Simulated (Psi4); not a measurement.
C₂H₆Br₂Sn (SMILES C[CH2][SnH]([Br])[Br]), singlet, geometry from GFN2-xTB (such geometries of metal compounds can be far from the true shape) (core potentials on Sn); Psi4 1.11 with PBE/def2-TZVPPD.

Psi4 was given this input:
```
memory 2 GB

molecule {
0 1
  Sn   -0.12910868    0.14053134    0.70827458
  Br    1.06872424   -1.92098195   -0.08051329
  Br    0.38600907    1.92242997   -0.98458260
  C    -2.34944285   -0.25173293    0.70985249
  C    -2.81781231   -0.61417937   -0.67163132
  H     0.70869413    0.63745595    2.19343024
  H    -2.80497094    0.66217115    1.07940253
  H    -2.50007864   -1.05426608    1.42587966
  H    -3.89173082   -0.80041920   -0.64686036
  H    -2.63662881    0.19270659   -1.38132889
  H    -2.33198539   -1.51942258   -1.03522316
}

set basis def2-tzvppd

energy('pbe')
print_variables()
```

What the program printed (banner, timings and long lists left out):

```
   => Loading Basis Set <=

    Name: DEF2-TZVPPD
    Role: ORBITAL
    Keyword: BASIS

    !!!  WARNING: ECP capability is in beta. Please check occupations closely.  !!!

         ---------------------------------------------------------
                                   SCF
               by Justin Turney, Rob Parrish, Andy Simmonett
                          and Daniel G. A. Smith
                              RKS Reference
         ---------------------------------------------------------

  ==> Geometry <==

    Molecular point group: c1
    Full point group: C1

    Geometry (in Angstrom), charge = 0, multiplicity = 1:

       Center              X                  Y                   Z               Mass
    ------------   -----------------  -----------------  -----------------  -----------------
         SN          -0.206291109808     0.125336209909     0.698609304502   119.902201630000
         BR           0.991541810192    -1.936177080091    -0.090178565498    78.918337600000
         BR           0.308826640192     1.907234839909    -0.994247875498    78.918337600000
         C           -2.426625279808    -0.266928060091     0.700187214502    12.000000000000
         C           -2.894994739808    -0.629374500091    -0.681296595498    12.000000000000
         H            0.631511700192     0.622260819909     2.183764964502     1.007825032230
         H           -2.882153369808     0.646976019909     1.069737254502     1.007825032230
         H           -2.577261069808    -1.069461210091     1.416214384502     1.007825032230
         H           -3.968913249808    -0.815614330091    -0.656525635498     1.007825032230
         H           -2.713811239808     0.177511459909    -1.390994165498     1.007825032230
         H           -2.409167819808    -1.534617710091    -1.044888435498     1.007825032230

  Running in c1 symmetry.

  Rotational constants: A =      0.03968  B =      0.02254  C =      0.01774 [cm^-1]
  Rotational constants: A =   1189.51234  B =    675.58986  C =    531.81001 [MHz]
  Nuclear repulsion =  768.933844723064681

  Charge       = 0
  Multiplicity = 1
  Electrons    = 110
  Nalpha       = 55
  Nbeta        = 55

  ==> Algorithm <==

  SCF Algorithm Type is DF.
  DIIS enabled.
  MOM disabled.
  Fractional occupation disabled.
  Guess Type is SAD.
  Energy threshold   = 1.00e-06
  Density threshold  = 1.00e-06
  Integral threshold = 1.00e-12

  ==> Primary Basis <==

  Basis Set: DEF2-TZVPPD
    Blend: DEF2-TZVPPD
    Number of shells: 124
    Number of basis functions: 346
    Number of Cartesian functions: 390
    Spherical Harmonics?: true
    Max angular momentum: 3

  Core potential: DEF2-TZVPPD
    Number of shells: 4
    Number of ECP primitives: 18
    Number of ECP core electrons: 28
    Max angular momentum: 3

  ==> DFT Potential <==

   => LibXC <=

    Version 7.1.2
    S. Lehtola, C. Steigemann, M. J. T. Oliveira, and M. A. L. Marques,  SoftwareX 7, 1–5 (2018) (10.1016/j.softx.2017.11.002)

   => Composite Functional: PBE <=

    PBE GGA Exchange-Correlation Functional

    J.P. Perdew et. al., Phys. Rev. Lett., 77(18), 3865-3868, 1996

    Deriv               =              1
    GGA                 =           TRUE
    Meta                =          FALSE

    Exchange Hybrid     =          FALSE
    MP2 Hybrid          =          FALSE

   => Exchange Functionals <=

    1.0000     XC_GGA_X_PBE

   => Correlation Functionals <=

    1.0000     XC_GGA_C_PBE

   => LibXC Density Thresholds  <==

    XC_GGA_C_PBE:  1.00E-12
    XC_GGA_X_PBE:  1.00E-15

   => Molecular Quadrature <=

    Radial Scheme          =       TREUTLER
    Pruning Scheme         =           NONE
    Nuclear Scheme         =       TREUTLER

    Blocking Scheme        =         OCTREE
    BS radius alpha        =              1
    Pruning alpha          =              1
    Radial Points          =             75
    Spherical Points       =            302
    Total Points           =         236598
[...]
    Algorithm:                 Core
    Schwarz Cutoff:           1E-12
    Mask sparsity (%):       7.5963
    Fitting Condition:        1E-10

   => Auxiliary Basis Set <=

  Basis Set: (DEF2-TZVPPD AUX)
    Blend: DEF2-UNIVERSAL-JKFIT
    Number of shells: 252
    Number of basis functions: 1008
    Number of Cartesian functions: 1349
    Spherical Harmonics?: true
    Max angular momentum: 5

  Minimum eigenvalue in the overlap matrix is 1.3127516206E-05.
  Reciprocal condition number of the overlap matrix is 1.0083033499E-06.
    Using symmetric orthogonalization.

  ==> Pre-Iterations <==

  SCF Guess: Superposition of Atomic Densities via on-the-fly atomic UHF (no occupation information).

   -------------------------
    Irrep   Nso     Nmo
   -------------------------
     A        346     346
   -------------------------
    Total     346     346
   -------------------------

  ==> Iterations <==

                           Total Energy        Delta E     RMS |[F,P]|

   @DF-RKS iter SAD: -5437.62723215242659   -5.43763e+03   0.00000e+00
   @DF-RKS iter   1: -5439.99472523495479   -2.36749e+00   7.47421e-03 ADIIS/DIIS
   @DF-RKS iter   2: -5432.89252293423488    7.10220e+00   1.04457e-02 ADIIS/DIIS
   @DF-RKS iter   3: -5439.99228696644786   -7.09976e+00   5.02095e-03 ADIIS/DIIS
   @DF-RKS iter   4: -5441.59978644974399   -1.60750e+00   9.09191e-04 ADIIS/DIIS
   @DF-RKS iter   5: -5441.59604804409264    3.73841e-03   1.00132e-03 ADIIS/DIIS
   @DF-RKS iter   6: -5441.66326023104375   -6.72122e-02   2.64112e-04 ADIIS/DIIS
   @DF-RKS iter   7: -5441.66724547612557   -3.98525e-03   1.02044e-04 ADIIS/DIIS
   @DF-RKS iter   8: -5441.66784665826981   -6.01182e-04   3.89729e-05 DIIS
   @DF-RKS iter   9: -5441.66793701982988   -9.03616e-05   5.22573e-06 DIIS
   @DF-RKS iter  10: -5441.66793857045741   -1.55063e-06   1.61739e-06 DIIS
   @DF-RKS iter  11: -5441.66793873870211   -1.68245e-07   3.61854e-07 DIIS
  Energy and wave function converged.

  ==> Post-Iterations <==

   Electrons on quadrature grid:
      Ntotal   =  110.0000121410 ; deviation = 1.214e-05

    Orbital Energies [Eh]
    ---------------------

    Doubly Occupied:

[...]
      55A     -0.250696

    Virtual:

[...]
    Final Occupation by Irrep:
              A
    DOCC [    55 ]
    NA   [    55 ]
    NB   [    55 ]

  @DF-RKS Final Energy: -5441.66793873870211

   => Energetics <=

    Nuclear Repulsion Energy =            768.9338447230646807
    One-Electron Energy =               -9181.7287194774617092
    Two-Electron Energy =                3184.0028794396516787
    DFT Exchange-Correlation Energy =    -212.8759434239555333
    Empirical Dispersion Energy =           0.0000000000000000
    VV10 Nonlocal Energy =                  0.0000000000000000
    Total Energy =                      -5441.6679387387021052

Computation Completed

Properties will be evaluated at   0.000000,   0.000000,   0.000000 [a0]

Properties computed using the SCF density matrix

 Multipole Moments:

 ------------------------------------------------------------------------------------
     Multipole            Electronic (a.u.)      Nuclear  (a.u.)        Total (a.u.)
 ------------------------------------------------------------------------------------

 L = 1.  Multiply by 2.5417464519 to convert [e a0] to [Debye]
 Dipole X            :          8.0557523           -9.2124599           -1.1567076
 Dipole Y            :         10.5575923          -10.5944511           -0.0368588
 Dipole Z            :         40.1848110          -39.4855792            0.6992318
 Magnitude           :                                                    1.3521302

 ------------------------------------------------------------------------------------

  Variable Map:
  ----------------------------------------------------------------------------
[...]
  Array Variable Map:
  ----------------------------------------------------------------------------
[...]
[...]
```
